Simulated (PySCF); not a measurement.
**Correlation energy of Ag (silver, neutral)**

[Kr] 4d9 5s2, 2D determinant (an excited configuration). Calculation: PySCF 2.14, in ANO-RCC-VTZP (7s6p4d2f1g, 68 functions); the spin-free X2C one-electron Hamiltonian (Gaussian nucleus). Frozen: [Kr]; 11 electrons correlated.

```tsv
level	correlation energy (mhartree)
CCSD	-314.13
(T)	-12.11
CCSD(T)	-326.24
```

Diagnostics: T1 = 0.020, D1 = 0.0678, largest double amplitude 0.101.

Cost of the coupled-cluster step: about 6 core-seconds, for 11 correlated electrons.
